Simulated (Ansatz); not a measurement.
Consider the silylene formation by 1,1-elimination: `CO[SiH2]C#N` → `C#N` + `CO[SiH]`.

Isolated molecules relaxed with PBE0-D4/def2-TZVP in Ansatz; ΔE leaves out vibrations. CBS: MP2 limit from def2 TZ/QZ plus the TZ coupled-cluster correction, frozen cores. This one scheme is used for every species. DFT in def2-TZVPP. HSE06 is defined as in plane-wave codes. Each species was taken in one conformer, which may not be the lowest.

```tsv
level	ΔE (eV)
HSE06-D4	2.38
MP2/CBS(def2)	2.52
```

Problem. What does CCSD(T)/CBS give? (Estimate.)

Solution. Ansatz gave: +2.33 eV. The listed levels differ from it by 0.05, 0.19 eV.

Largest T1 diagnostic among the species: 0.015.

From r2SCAN to r2SCAN0 (25 % exact exchange), in def2-TZVPP and without D4, ΔE moves by +0.06 eV. At CCSD(T), def2-SVP lies −0.19 eV from the extrapolated value and def2-TZVPP −0.05 eV. The D4 term adds +0.10 eV with B3LYP and +0.06 eV with PBE0; it sums over pairs of atoms, weighted by their polarisabilities, and B3LYP, whose exchange is more repulsive, gets the larger term.

B3LYP here is the variant with VWN-RPA as its local correlation; programs differ in this.
